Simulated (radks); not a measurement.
Values are calculated unless marked as measured or tabulated.
Bi51+, 32 electrons, occupied as [Ar] 3d10 4s2 4p2. Level of theory: Dirac Kohn-Sham, LB94 model potential, spin-unpolarised, spherical densities, finite nucleus; open shells fill j = l - 1/2 first; Fermi nuclear charge, rms radius 5.5211 fm (a radial shooting solver on a logarithmic mesh with Libxc functionals).

Unscreened Slater integrals over Kohn-Sham orbitals (hartree). Large and small components are both included. Empty in this configuration: 4p3/2.

| integral | value |
|---|---|
| F0(4p1/2,4p1/2) | 2.7257 |
| F0(4p1/2,4s1/2) | 2.7007 |
| G1(4p1/2,4s1/2) | 1.7857 |
| F0(4p1/2,3d5/2) | 3.4092 |
| G3(4p1/2,3d5/2) | 0.34238 |
| F0(4p1/2,3d3/2) | 3.4311 |
| G1(4p1/2,3d3/2) | 0.33688 |
| F0(4p1/2,4p3/2) | 2.6326 |
| G2(4p1/2,4p3/2) | 1.3103 |
| F0(4s1/2,4s1/2) | 2.6792 |
| F0(4s1/2,3d5/2) | 3.3478 |
| G2(4s1/2,3d5/2) | 0.32531 |
| F0(4s1/2,3d3/2) | 3.3674 |
| G2(4s1/2,3d3/2) | 0.32025 |
| F0(4s1/2,4p3/2) | 2.6120 |
| G1(4s1/2,4p3/2) | 1.7332 |
| F0(3d5/2,3d5/2) | 5.8363 |
| F2(3d5/2,3d5/2) | 2.9974 |
| F4(3d5/2,3d5/2) | 1.9340 |
| F0(3d5/2,3d3/2) | 5.9241 |
| F2(3d5/2,3d3/2) | 3.0244 |
| G2(3d5/2,3d3/2) | 2.9528 |
| G4(3d5/2,3d3/2) | 1.9041 |
| F0(3d5/2,4p3/2) | 3.2333 |
| F2(3d5/2,4p3/2) | 0.94882 |
| G1(3d5/2,4p3/2) | 0.30401 |
| G3(3d5/2,4p3/2) | 0.30994 |
| F0(3d3/2,3d3/2) | 6.0177 |
| F2(3d3/2,3d3/2) | 3.0581 |
| F0(3d3/2,4p3/2) | 3.2528 |
| F2(3d3/2,4p3/2) | 0.93079 |
| G1(3d3/2,4p3/2) | 0.30323 |
| G3(3d3/2,4p3/2) | 0.30386 |
| F0(4p3/2,4p3/2) | 2.5525 |
| F2(4p3/2,4p3/2) | 1.3160 |
